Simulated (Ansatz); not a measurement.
`FBC[SiH3]` and `C=CBC[SiH3]` differ in one atom or group.

Ansatz, PBE0-D4/def2-TZVP geometries, multiplicity 1. Each molecule was computed in one conformer, which needn't be the lowest.

```json
{"property": "LUMO energy (PBE/def2-TZVPP) / eV", "`FBC[SiH3]`": "-1.70"}
{"property": "size of the dipole moment (B3LYP/def2-TZVPP) / D", "`FBC[SiH3]`": "1.38"}
{"property": "LUMO energy (PBE0/def2-TZVPP) / eV", "`FBC[SiH3]`": "-0.72"}
{"property": "HOMO energy (ωB97M-V/def2-TZVPP) / eV", "`FBC[SiH3]`": "-11.15"}
{"property": "HOMO–LUMO gap (PBE0/def2-TZVPP) / eV", "`FBC[SiH3]`": "8.14"}
{"property": "size of the dipole moment (PBE/def2-TZVPP) / D", "`FBC[SiH3]`": "1.32"}
```

Q: What does the change do to each property? (Best estimate.)

A: Computed: 
| property | `C=CBC[SiH3]` | shift |
| --- | --- | --- |
| LUMO energy (PBE/def2-TZVPP) / eV | -2.79 | -1.09 |
| size of the dipole moment (B3LYP/def2-TZVPP) / D | 1.10 | -0.28 |
| LUMO energy (PBE0/def2-TZVPP) / eV | -1.84 | -1.12 |
| HOMO energy (ωB97M-V/def2-TZVPP) / eV | -10.33 | 0.82 |
| HOMO–LUMO gap (PBE0/def2-TZVPP) / eV | 6.28 | -1.86 |
| size of the dipole moment (PBE/def2-TZVPP) / D | 1.12 | -0.20 |

With PBE0 the HOMO rises by 0.74 eV and the LUMO falls by 1.12 eV, so the gap narrows by about 1.86 eV. PBE moves the HOMO by 0.37 eV and ωB97M-V by 0.82 eV. Dipoles are sizes alone; their direction can turn.

B3LYP here is the variant with VWN-RPA as its local correlation; programs differ in this.
